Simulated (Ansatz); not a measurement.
Ansatz (a first-principles code) input:

Ansatz 0.2 input:
```yaml
crystal:
  periodic: [false, false, false]
  atoms:
    - {symbol: C, position_ang: [2.76762275, -0.09403259, -0.60636654]}
    - {symbol: C, position_ang: [1.29969937, -0.21514786, -0.32935313]}
    - {symbol: C, position_ang: [0.58930121, 0.73623206, 0.38834885]}
    - {symbol: C, position_ang: [-0.71143211, 0.73619929, 0.88463647]}
    - {symbol: C, position_ang: [-1.64315158, -0.41349093, 0.68223121]}
    - {symbol: C, position_ang: [-2.24865422, -0.52284206, -0.73504485]}
    - {symbol: H, position_ang: [3.42375991, -0.74817888, 0.00592621]}
    - {symbol: H, position_ang: [3.04180232, -0.31461102, -1.65303171]}
    - {symbol: H, position_ang: [3.10585013, 0.93149559, -0.40897524]}
    - {symbol: H, position_ang: [0.82462981, -1.15399249, -0.60464209]}
    - {symbol: H, position_ang: [1.15851996, 1.64641784, 0.60990330]}
    - {symbol: H, position_ang: [-1.10028541, 1.63668920, 1.34806292]}
    - {symbol: H, position_ang: [-2.47278132, -0.37175362, 1.40326159]}
    - {symbol: H, position_ang: [-1.11643675, -1.36484223, 0.87924911]}
    - {symbol: H, position_ang: [-2.88707638, 0.34117829, -0.94329860]}
    - {symbol: H, position_ang: [-1.44838202, -0.52774455, -1.47769449]}
    - {symbol: H, position_ang: [-2.84991259, -1.43616569, -0.86547289]}
basis:
  gaussian:
    orbitals: def2-TZVPD
hamiltonian:
  xc: {name: r2SCAN0}
total_charge: -1
output: {forces: true}
```

Problem. What final total energy does it print?

Solution. -235.12309 Eh (r2SCAN0/def2-TZVPD). The basis has 321 functions.

It need not be the lowest isomer of its formula. Whether it binds its extra electron was not tested at this geometry.
